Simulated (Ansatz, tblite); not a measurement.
Cost and result up the ladder for the cluster SiGe2⁻ (the lowest doublet isomer of a short search) (3 atoms). Charge -1, multiplicity 2. Geometry: PBE0-D4/def2-TZVPD.

```xyz
3

Si    0.550   -0.065   -1.151
Ge   -0.353    1.314    0.466
Ge   -0.198   -1.249    0.685
```

Ansatz on 4 threads of Arm Neoverse V1 on a shared host; xTB runs through tblite on one thread. Times are rough, summed over both states, and most runs start from the orbitals of an earlier one. PBE0-D4/def2-TZVPD serves as the yardstick here, not as an exact answer. The other state is a triplet.

The xTB rows come from tblite. The structure comes from a short search, and lower isomers may exist.

Run but left out: GFN2-xTB (tight binding far off the other levels).

Raw xTB energies of ions are shifted by several eV, and xTB has no spin-polarisation term.

```tsv
level	functions	wall time	vertical IE (eV)	difference from PBE0-D4/def2-TZVPD (eV)	remarks
GFN1-xTB	27	0.007 s	7.55	5.25	–
PBE-D4/def2-TZVPD	151	5.5 s	2.25	-0.06	HOMO above zero (-1 doublet)
PBE0-D4/def2-TZVPD	151	11 s	2.31	0.00	–
r2SCAN-D4/def2-TZVPD	151	17 s	2.33	0.02	–
```
